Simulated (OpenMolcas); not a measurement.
Computed levels of 4d⁵ in ions with 41 electrons, in cm-1 above ⁶S_5/2.

```yaml
Program: OpenMolcas
Method: SS-CASPT2, IPEA 0.25 Eh, imaginary shift 0.1 Eh
Basis: ANO-R2
Scalar_Hamiltonian: X2C, finite nucleus
Spin-orbit_coupling: state interaction with AMFI integrals over the reference wave functions, term energies averaged over their components
```

Active space for each ion: 5 electrons in 10 orbitals (4d 5d); closed shells correlated by CASPT2: 4s 4p.

```
  Level   Tc2+   Rh4+   Ag6+
 ⁴G_5/2  20860  26670  31160
 ⁴G_7/2  21020  27040  32020
⁴G_11/2  21130  27220  32350
 ⁴G_9/2  21140  27280  32510
 ⁴P_3/2  23240  29870  34880
 ⁴P_1/2  23720  30810  36440
 ⁴D_7/2  24780  32180  38250
 ⁴D_1/2  25270  33320  40310
 ⁴D_3/2  25680  34050  41400
```

Problem. Estimate ⁴G_5/2, ⁴G_7/2 for Pd5+ from its neighbours Rh4+ and Ag6+.

Solution. ⁴G_5/2 is another term, which grows about linearly with the charge: (26670 + 31160) / 2 = 28915. The calculation gives 28730, so the estimate is off by +0.6 %.
⁴G_7/2 is another term, which grows about linearly with the charge: (27040 + 32020) / 2 = 29530. The calculation gives 29330, so the estimate is off by +0.7 %.

Mixed levels, with the weight of the term that names them: Tc2+ ⁴P_3/2 (63 %), Tc2+ ⁴D_3/2 (63 %), Rh4+ ⁴P_3/2 (57 %), Rh4+ ⁴P_1/2 (69 %), Rh4+ ⁴D_1/2 (70 %), Rh4+ ⁴D_3/2 (57 %), Pd5+ ⁴P_3/2 (55 %), Pd5+ ⁴P_1/2 (68 %), Pd5+ ⁴D_1/2 (69 %), Pd5+ ⁴D_3/2 (55 %), Ag6+ ⁴P_3/2 (54 %), Ag6+ ⁴P_1/2 (67 %), Ag6+ ⁴D_1/2 (68 %), Ag6+ ⁴D_3/2 (53 %).

Term energies are means over components that CASPT2 splits; among the terms shown or strongly mixed into the levels shown the widest spread is 79 cm-1 (4d⁵ ⁴D, Tc2+). Active for correlation alone: 5d; no level in the range computed is led by a configuration that fills it, so any true level of that kind is missing. Levels of configurations outside the active space are missing.
